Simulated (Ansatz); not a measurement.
`C[CH](C)[Ga]([F])[CH](C)C` at its PBE0-D4/def2-TZVP geometry, where that method's forces vanish. The species carries charge 0 and has multiplicity 1.

```xyz
22

C     0.7632   -1.7147    2.3104
C     1.0599   -1.2750    0.8803
C     2.1413   -0.2014    0.8247
Ga   -0.6032   -0.7582   -0.0609
F    -1.9912   -1.7379    0.4759
C    -1.1598    0.5475   -1.4399
C    -2.3342    1.3785   -0.9281
C    -0.0260    1.4236   -1.9572
H     0.4201   -0.8759    2.9242
H    -0.0099   -2.4843    2.3500
H     1.6654   -2.1128    2.7892
H     1.4170   -2.1521    0.3227
H     2.3991    0.0807   -0.1992
H     3.0603   -0.5488    1.3112
H     1.8323    0.7099    1.3463
H    -1.5255   -0.0785   -2.2644
H    -2.7224    2.0297   -1.7200
H    -2.0368    2.0305   -0.1002
H    -3.1567    0.7515   -0.5773
H     0.3933    2.0518   -1.1653
H    -0.3821    2.0982   -2.7448
H     0.7959    0.8379   -2.3776
```

What forces (eV/Å) does ωB97M-V/def2-TZVPP give on these atoms in Ansatz? (Estimate.)

Ansatz gave: 
```
C1  -0.017 -0.071  0.203
C2  -0.135 -0.106 -0.231
C3   0.172  0.132  0.014
Ga4  0.090  0.080 -0.022
F5  -0.046 -0.030  0.024
C6   0.004 -0.287  0.010
C7  -0.171  0.130  0.040
C8   0.140  0.141 -0.092
H9   0.020 -0.046 -0.047
H10  0.053  0.056 -0.005
H11 -0.068  0.032 -0.037
H12 -0.010  0.064  0.056
H13 -0.020 -0.017  0.063
H14 -0.069  0.027 -0.037
H15  0.009 -0.058 -0.031
H16  0.023  0.064  0.051
H17  0.031 -0.049  0.061
H18 -0.010 -0.046 -0.050
H19  0.061  0.041 -0.022
H20 -0.029 -0.042 -0.038
H21  0.027 -0.050  0.061
H22 -0.053  0.035  0.031
```
